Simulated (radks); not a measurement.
Results of a calculation; reference values are marked as such.
Valence configurations of Cu II (all share [Ar]). Code: a radial shooting solver on a logarithmic mesh with Libxc functionals. Model: scalar-relativistic Kohn-Sham, r2SCAN, spin-polarised, spherical densities, finite nucleus; open shells are filled with parallel spins first; meta-GGA in the generalised Kohn-Sham scheme; Fermi nuclear charge, rms radius 3.8823 fm. Energies are relative to 3d10; eigenvalues in eV for spin up.

valence          E (eV)  moment (Bohr magnetons)    e(3d)    e(4p)    e(4s)
3d10              0.000                        0  -13.631        -        -
3d9 4p1           9.226                        2  -21.417   -8.882        -
3d9 4s1           2.920                        2  -19.738        -  -14.528
3d8.5 4p1.5      15.254                        3  -25.577  -10.132        -
3d8 4s2          10.111                        2  -26.926        -  -15.901
3d8 4p2          22.367                        4  -29.914  -11.271        -
3d7 4s2 4p1      27.663                        4  -36.537  -11.485  -19.369
3d6 4s2 4p2      50.419                        6  -46.666  -13.778  -22.523
3d7.5 4s1.5 4p1  21.056                        4  -32.373  -11.057  -18.654
3d9.5 4s0.5       1.301                        1  -16.586        -  -12.938

NIST lists [Ar] 3d10 as the ground configuration; this level of theory agrees among the configurations tried. The energies are those of spherical high-spin densities, not of single terms.
